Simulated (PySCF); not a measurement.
Species: C9H7ClO.
SMILES with atom numbers: `[CH2:1]=[CH:2][c:3]1[cH:4][cH:5][c:6]([Cl:7])[c:8](=[O:9])[cH:10][cH:11]1` (hydrogens: H12, H13 on C1; H14 on C2; H15 on C4; H16 on C5; H17 on C10; H18 on C11)

Theory: PBE0-D3(BJ)/def2-SVP geometry optimisation, gas phase in PySCF.

**Question.** What internal coordinates does the optimisation give?

**Answer.** 
```json
{"bond": "C1=C2", "length (Å)": "1.339"}
{"bond": "C2–C3", "length (Å)": "1.472"}
{"bond": "C3–C4", "length (Å)": "1.375"}
{"bond": "C4–C5", "length (Å)": "1.418"}
{"bond": "C5–C6", "length (Å)": "1.368"}
{"bond": "C6–Cl7", "length (Å)": "1.722"}
{"bond": "C6–C8", "length (Å)": "1.483"}
{"bond": "C8=O9", "length (Å)": "1.218"}
{"bond": "C8–C10", "length (Å)": "1.465"}
{"bond": "C10–C11", "length (Å)": "1.359"}
{"bond": "C3–C11", "length (Å)": "1.437"}
{"bond": "C1–H12", "length (Å)": "1.094"}
{"bond": "C1–H13", "length (Å)": "1.092"}
{"bond": "C2–H14", "length (Å)": "1.096"}
{"bond": "C4–H15", "length (Å)": "1.093"}
{"bond": "C5–H16", "length (Å)": "1.093"}
{"bond": "C10–H17", "length (Å)": "1.094"}
{"bond": "C11–H18", "length (Å)": "1.095"}
```

A selection of angles:
```json
{"angle": "C1–C2–C3", "degrees": "126.6"}
{"angle": "C2–C3–C4", "degrees": "120.3"}
{"angle": "C2–C3–C11", "degrees": "115.6"}
{"angle": "C4–C3–C11", "degrees": "124.1"}
{"angle": "C3–C4–C5", "degrees": "129.9"}
{"angle": "C4–C5–C6", "degrees": "131.5"}
{"angle": "C5–C6–Cl7", "degrees": "117.2"}
{"angle": "C5–C6–C8", "degrees": "130.0"}
{"angle": "Cl7–C6–C8", "degrees": "112.9"}
{"angle": "C6–C8–O9", "degrees": "120.8"}
{"angle": "C6–C8–C10", "degrees": "119.6"}
{"angle": "O9–C8–C10", "degrees": "119.6"}
{"angle": "C8–C10–C11", "degrees": "133.5"}
{"angle": "C3–C11–C10", "degrees": "131.3"}
```

Dihedral angles: C1–C2–C3–C4 -24° (synperiplanar). The mirror-image conformer, all signs reversed, is as good.

Of the pairs four or more bonds apart, H12···H15 is among the closest relative to their van der Waals radii: 2.17 Å, 91 % of the sum of Bondi's values. The 9 C–C bonds span 1.339 Å (C1=C2, drawn double) to 1.483 Å (C6–C8, drawn aromatic), a spread of 0.144 Å. The 7-membered ring C3–C4–C5–C6–C8–C10–C11 has internal angles of 119.6° to 133.5° (sum 900°, against 900° for a flat polygon); it is almost planar, 0.01 Å rms from its mean plane, widest ring torsion 3°.

Point group: C1 (no symmetry element, even within 0.4 Å). Stationary, but not proved a minimum. The numbers are those of one conformer.
